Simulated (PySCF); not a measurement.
First SCF of a structure search on singlet B(OH)₃, at a hand-made trigonal planar (heavy-atom frame) geometry. PySCF input:

```python
from pyscf import gto, scf, dft
mol = gto.M(atom='''
B      0.000000     0.000000     0.000000
O      1.480000     0.000000     0.000000
O     -0.740000     1.281700     0.000000
O     -0.740000    -1.281700     0.000000
H      2.097100    -0.735400     0.000000
H     -0.411700     2.183800     0.000000
H     -1.685400    -1.448400     0.000000''',
    basis={'B': 'def2-TZVP', 'O': 'def2-TZVP', 'H': 'def2-TZVP'},
    charge=0, spin=0)
mf = dft.RKS(mol, xc='B3LYP')
mf.grids.atom_grid = (50, 194)
aux = {'B': 'def2-universal-JKFIT', 'O': 'def2-universal-JKFIT', 'H': 'def2-universal-JKFIT'}
mf = mf.density_fit(auxbasis=aux)
mf.conv_tol = 1e-08
mf.diis_space = 10
mf.max_cycle = 60
mf.init_guess = 'minao'
mf.verbose = 4
mf.kernel()
```

Excerpt of the output (cycles and frontier levels):

```
init E= -252.651690989615
  HOMO = -0.43053887526479  LUMO = -0.0470330001984358  gap/eV = 10.43573
cycle= 1 E= -252.331020012652  delta_E= 0.321  |g|= 1.17  |ddm|=  1.9
  HOMO = -0.169680670746929  LUMO = 0.0332252480439585  gap/eV = 5.52135
cycle= 2 E= -251.932961655027  delta_E= 0.398  |g|=  1.9  |ddm|= 1.58
  HOMO = -0.326872478087285  LUMO = 0.000521038026715104  gap/eV = 8.90883
cycle= 3 E= -252.566849328203  delta_E= -0.634  |g|= 0.0664  |ddm|= 1.03
  HOMO = -0.326447010825989  LUMO = 0.00137188763205032  gap/eV = 8.92041
cycle= 4 E= -252.567660881326  delta_E= -0.000812  |g|= 0.0257  |ddm|= 0.0703
  HOMO = -0.323516437063284  LUMO = 0.00272978735890561  gap/eV = 8.87761
cycle= 5 E= -252.567817749206  delta_E= -0.000157  |g|= 0.00401  |ddm|= 0.0265
  HOMO = -0.323999339590917  LUMO = 0.00247882969555491  gap/eV = 8.88392
cycle= 6 E= -252.567820860706  delta_E= -3.11e-06  |g|= 0.000504  |ddm|= 0.00341
  HOMO = -0.324049570845695  LUMO = 0.00246466294485614  gap/eV = 8.88490
cycle= 7 E= -252.567820909418  delta_E= -4.87e-08  |g|= 3.13e-05  |ddm|= 0.000319
  HOMO = -0.324053144201255  LUMO = 0.00246538912271177  gap/eV = 8.88502
cycle= 8 E= -252.567820909297  delta_E= 1.21e-10  |g|= 4.41e-05  |ddm|= 4.22e-05
  HOMO = -0.324044499357224  LUMO = 0.00246556370645123  gap/eV = 8.88479
Extra cycle  E= -252.567820908484  delta_E= 8.13e-10  |g|= 8.2e-05  |ddm|= 5.67e-05
converged SCF energy = -252.567820908484
```

No lower solution of this spin was found by a stability analysis within the restricted form, which does not test spin polarisation.

The search for the lowest solution, with the stability check, took 8 s on 4 threads of a shared Arm Neoverse V1 host, with 142 basis functions; the process peaked at 0.58 GiB. Launch command: `OMP_NUM_THREADS=4 python axn.py task.json out`.
